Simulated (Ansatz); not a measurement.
`[BH2][SbH][SiH3]` and `[CH3][SbH][SiH3]` differ in one atom or group.

Ansatz, PBE0-D4/def2-TZVP geometries, multiplicity 1. 

Elements past krypton have def2 core potentials.

| property | `[BH2][SbH][SiH3]` |
| --- | --- |
| HOMO–LUMO gap (ωB97M-V/def2-TZVPP) / eV | 8.77 |
| ideal-gas entropy at 298 K and 1 bar (rigid rotor, harmonic PBE0-D4/def2-TZVP) / J/(mol·K) | 350 |
| HOMO energy (PBE/def2-TZVPP) / eV | -6.18 |
| size of the dipole moment (PBE/def2-TZVPP) / D | 0.25 |
| LUMO energy (PBE0/def2-TZVPP) / eV | -2.20 |
| size of the dipole moment (ωB97M-V/def2-TZVPP) / D | 0.15 |

Question: What does the change do to each property? (An estimate is asked.)

Answer: The calculation gave: 
| property | `[CH3][SbH][SiH3]` | shift |
| --- | --- | --- |
| HOMO–LUMO gap (ωB97M-V/def2-TZVPP) / eV | 9.97 | 1.20 |
| ideal-gas entropy at 298 K and 1 bar (rigid rotor, harmonic PBE0-D4/def2-TZVP) / J/(mol·K) | 348 | -2 |
| HOMO energy (PBE/def2-TZVPP) / eV | -5.92 | 0.26 |
| size of the dipole moment (PBE/def2-TZVPP) / D | 0.83 | 0.58 |
| LUMO energy (PBE0/def2-TZVPP) / eV | -0.46 | 1.74 |
| size of the dipole moment (ωB97M-V/def2-TZVPP) / D | 0.73 | 0.58 |

With PBE0 the HOMO rises by 0.24 eV and the LUMO rises by 1.74 eV, so the gap widens by about 1.50 eV. PBE moves the HOMO by 0.26 eV and ωB97M-V by 0.24 eV. The zero-point energy changes by 42.4 kJ/mol with +3 modes. Dipoles are sizes alone; their direction can turn. Modes under 60 cm⁻¹, often nearly free rotors, make the harmonic entropy too high.

Spin–orbit coupling is left out; it splits and shifts lone-pair levels of the heavy atoms by tenths of an eV.
